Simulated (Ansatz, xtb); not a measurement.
**CH4CuOSi: where a starting geometry ends**

The starting geometry of this gas-phase doublet was built from a drawn formula by distance geometry and a force field; its bonds are those of `[O]C[SiH2][Cu]`.

```yaml
atoms:
  - { symbol: C, position_ang: [-0.7786, -2.2354, -0.5559] }
  - { symbol: Cu, position_ang: [-3.0502, 0.7281, 0.2618] }
  - { symbol: O, position_ang: [0.2535, -2.6360, -1.3584] }
  - { symbol: Si, position_ang: [-1.2197, -0.4478, -1.0156] }
  - { symbol: H, position_ang: [-1.6340, -2.8418, -0.6817] }
  - { symbol: H, position_ang: [-0.4404, -2.2314, 0.5238] }
  - { symbol: H, position_ang: [-0.0133, 0.4275, -0.8525] }
  - { symbol: H, position_ang: [-1.6058, -0.4044, -2.4347] }
```

Q: Predict what it relaxes into with r2SCAN-D4/def2-SVP.

A: It keeps its bonds, and is `[O]C[SiH2][Cu]`. Distances that change by over a tenth: Cu2–Si4 (2.52 → 2.20 Å).

The energy falls by 0.61 eV over 9 steps:

| step | E − E(last) (eV) |
| --- | --- |
| 1 | 0.611 |
| 2 | 0.163 |
| 3 | 0.042 |
| 4 | 0.005 |
| 5 | 0.001 |
| 6 | 0.000 |
| 7 | 0.000 |
| 8 | 0.000 |
| 9 | 0.000 |

Final geometry (Å):

```xyz
8

C    -0.7995   -2.2293   -0.4983
Cu   -2.8591    0.3743    0.2386
O     0.1554   -2.4073   -1.3742
Si   -1.2220   -0.3632   -1.0375
H    -1.7530   -2.7985   -0.6331
H    -0.5199   -2.1676    0.5831
H     0.0632    0.3888   -0.8979
H    -1.5536   -0.4383   -2.4939
```

From the same start GFN2-xTB ends elsewhere, differing in C1–Cu2 (1.95 against 3.40 Å here), C1–Si4 (2.57 against 1.99 Å here), O3–Si4 (1.65 against 2.49 Å here).

The end wasn't checked by frequencies. Open shells are spin-unrestricted. Run with Ansatz 0.2.0, 100 s on 2 threads of Arm Neoverse V1 (shared host).
